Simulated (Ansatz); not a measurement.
Job for Ansatz (a program for electronic structure): R-CCSD(T)/aug-cc-pVDZ on H5NOSe (a complex). The run froze 16 orbitals, filled d shells among them.

Ansatz 0.2 input:
```yaml
crystal:
  periodic: [false, false, false]
  atoms:
    - {symbol: N, position_ang: [-1.07292101, 0.40476374, 0.50212133]}
    - {symbol: Se, position_ang: [0.39155693, -0.45012421, -0.29184315]}
    - {symbol: H, position_ang: [-1.14490648, 1.36278812, 0.18172996]}
    - {symbol: H, position_ang: [-1.93319109, -0.08622279, 0.29239135]}
    - {symbol: H, position_ang: [-0.03128953, -0.39510186, -1.71329138]}
    - {symbol: O, position_ang: [-0.20334475, 0.36879315, 3.33454902]}
    - {symbol: H, position_ang: [-0.57861807, 0.39414759, 2.43657248]}
    - {symbol: H, position_ang: [-0.30254400, -0.54208215, 3.62688621]}
basis:
  gaussian:
    orbitals: aug-cc-pVDZ
magnetization: {spin_polarized: false}
correlation: {method: ccsd_t, electrons: outside_noble_gas}
scf: {lower_state_search: off}
```

The log:

```
WARN ansatz: RAYON_NUM_THREADS=1 ignored (pool sized by the plan → 1); use --threads N
Functional definition: HF
these checks for a lower state are left out or cut short: stability, starts, cluster_reference, orbital_swaps, neighbouring_geometries, increment
integrals: 0.27 GiB planned
1273 factors; integrals over basis functions are off by at most 1.0e-3 eV
mean field: 0.36 GiB planned
mean field evaluation 1: about -68896.9580 eV, gradient 4.1e1 eV
mean field evaluation 2: about -68896.9584 eV, gradient 4.1e1 eV
mean field evaluation 4: about -68900.3285 eV, gradient 2.8e0 eV
mean field evaluation 8: about -68900.3598 eV, gradient 2.1e-4 eV
mean field -68900.35982532 eV, -2532.0415212394 hartree, gradient 1.5e-6 eV, S^2 0.000000; 0 other end points of the search recorded, 0 dependent functions left out
16 core orbitals not correlated
reference -68900.35982532 eV, -2532.0415212394 hartree; 11, 11 occupied and 100, 100 virtual orbitals, 1273 factors
second order -14.73316889 eV of doubles, -0.00000000 eV of singles
coupled cluster: 0.70 GiB planned
cycle   1  -15.18647650 eV  change   -4.5e-1 eV  update   8.9e-2
cycle   2  -15.56515702 eV  change   -3.8e-1 eV  update   2.6e-2
cycle   3  -15.65359691 eV  change   -8.8e-2 eV  update   1.3e-2
cycle   4  -15.64959178 eV  change    4.0e-3 eV  update   2.8e-3
cycle   5  -15.64920390 eV  change    3.9e-4 eV  update   1.2e-3
cycle   6  -15.64948185 eV  change   -2.8e-4 eV  update   4.1e-4
cycle   7  -15.64932967 eV  change    1.5e-4 eV  update   1.9e-4
cycle   8  -15.64927239 eV  change    5.7e-5 eV  update   8.3e-5
cycle   9  -15.64928861 eV  change   -1.6e-5 eV  update   3.8e-5
cycle  10  -15.64929385 eV  change   -5.2e-6 eV  update   1.5e-5
perturbative correction -0.47360650 eV, -0.0174047179 hartree
Total energy: -68916.48272568 eV, -2532.6340268990 hartree
Checks for a lower state left out: stability, starts, cluster_reference, orbital_swaps, neighbouring_geometries, increment
```

Self-consistency was reached.

Cost: about 11 core-seconds (a rough figure).
